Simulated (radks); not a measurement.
The numbers below are computed, except where a source is named.
Question: These are the eigenvalues of the occupied orbitals of an atom or ion with whole-number occupations (Ry). Level of theory: Dirac Kohn-Sham, LDA (Slater exchange, Perdew-Wang correlation), spin-unpolarised, spherical densities, point nucleus (a radial shooting solver on a logarithmic mesh with Libxc functionals).

orbital  eigenvalue
1s1/2     -4791.135
2s1/2     -821.4666
2p1/2     -784.9202
2p3/2     -697.4100
3s1/2     -189.4581
3p1/2     -173.2294
3p3/2     -154.4801
3d3/2     -126.9306
3d5/2     -122.8378
4s1/2     -40.54057
4p1/2     -33.89499
4p3/2     -29.58932
4d3/2     -18.65076
4d5/2     -17.86245
5s1/2      -7.93848
5p1/2      -6.01947
5p3/2      -5.41220
4f5/2      -4.34996
4f7/2      -4.22073

Which element is it, and in what charge state? The configuration may be excited. Open shells, if any, fill j = l - 1/2 first.

Answer: Z = 72, hafnium, charge +4: Hf4+ in [Xe] 4f14. The list shows which subshells hold electrons but not how many an open one holds; the 1s level, -2395.6 hartree, gives Z - s = 69.2 by -(Z - s)^2/2, which with screening and relativity narrows Z to a few neighbours, and the depths of the outer levels then fix element, charge and occupations together.
